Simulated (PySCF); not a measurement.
## Correlation energy of Ru²⁺ (ruthenium, charge +2)

[Kr] 4d6, high-spin 5D determinant. Computed with PySCF 2.14 in def2-TZVPPD with the def2 core potential (28 electrons) (6s4p3d2f1g, 56 functions), with a scalar-relativistic core potential. Frozen: 4s2 4p6; 6 electrons correlated.

```json
{"level": "CCSD", "correlation energy (mhartree)": "-109.95"}
{"level": "(T)", "correlation energy (mhartree)": "-2.08"}
{"level": "CCSD(T)", "correlation energy (mhartree)": "-112.03"}
```

Diagnostics: T1 = 0.0010, D1 = 0.0021, largest double amplitude 0.032.

**Question.** Is a single reference adequate?

**Answer.** Yes, within this model without spin-orbit coupling: T1 lies below 0.03 and no double amplitude reaches 0.07.
